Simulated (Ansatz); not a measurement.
Calculated with Ansatz (gas phase, PBE0-D4/def2-TZVP geometries, no zero-point term in ΔE). CCSD(T)/CBS is the MP2 limit (def2-TZVPP, def2-QZVPP) plus CCSD(T) − MP2 in def2-TZVPP, frozen cores. This one scheme is used for every species. Functionals use def2-TZVPP. B3LYP here is the variant with VWN-RPA as its local correlation; programs differ in this. HSE06 is defined as in plane-wave codes. One conformer a species, not always the lowest.

Consider the ligand exchange at the Si–O bond: `CO[Si](Cl)(Cl)Cl` + H–F → `F[Si](Cl)(Cl)Cl` + CH₃OH.

`CO[Si](Cl)(Cl)Cl`:

```xyz
9

C    -0.528   -0.937   -0.952
O     0.592   -0.220   -0.461
Si    0.588    0.808    0.776
Cl   -0.686    2.353    0.431
Cl    2.471    1.501    0.986
Cl   -0.006   -0.117    2.486
H    -0.188   -1.536   -1.796
H    -1.310   -0.252   -1.290
H    -0.934   -1.599   -0.182
```

H–F:

Cartesian coordinates in Å:
```
F 0.243 0.310 -0.238
H -0.243 -0.310 0.238
```

`F[Si](Cl)(Cl)Cl`:

Cartesian coordinates in Å:
```
F -1.216 -1.093 -0.134
Si -0.049 -0.044 -0.005
Cl -0.773 1.602 0.902
Cl 0.612 0.401 -1.856
Cl 1.426 -0.866 1.094
```

CH₃OH:

Z-matrix (Å, degrees):
```
C
O 1 1.409
H 1 1.097 2 112.4
H 1 1.090 2 107.0 3 -118.5
H 1 1.097 2 112.4 3 123.0
H 2 0.959 1 108.5 3 -61.6
```

| level | ΔE (kcal/mol) | difference from CCSD(T)/CBS |
| --- | --- | --- |
| LDA (SPW92) | -5.8 | -0.4 |
| revPBE-D4 | -5.5 | -0.1 |
| BLYP-D4 | -6.1 | -0.7 |
| r2SCANh-D4 | -6.9 | -1.5 |
| HSE06-D4 | -6.0 | -0.6 |
| BHLYP-D4 | -6.0 | -0.6 |
| ωB97X-V | -6.6 | -1.2 |
| ωB97M-V | -6.5 | -1.1 |
| r2SCAN | -7.6 | -2.2 |
| B3LYP | -8.6 | -3.2 |
| r2SCANh | -7.4 | -2.0 |
| HSE06 | -7.4 | -2.0 |
| HF/def2-SVP | -7.0 | -1.6 |
| MP2/def2-SVP | -5.2 | 0.2 |
| CCSD/def2-SVP | -6.2 | -0.8 |
| MP2/def2-TZVPP | -4.6 | 0.8 |
| CCSD(T)/CBS | -5.4 | 0 |

Largest T1 diagnostic among the species: 0.010.

Leaving LDA and LC-ωPBE aside and taking each functional with its dispersion term where it has one, the values, not all of them listed here, spread over 2.4 kcal/mol, from B97M-V to revPBE-D4. LDA lies +2.2 kcal/mol from PBE without D4. The D4 term adds +2.7 kcal/mol with B3LYP and +1.5 kcal/mol with PBE0; it sums over pairs of atoms, weighted by their polarisabilities, and B3LYP, whose exchange is more repulsive, gets the larger term. From BLYP to BHLYP (50 % exact exchange), in def2-TZVPP and without D4, ΔE moves by +1.2 kcal/mol.
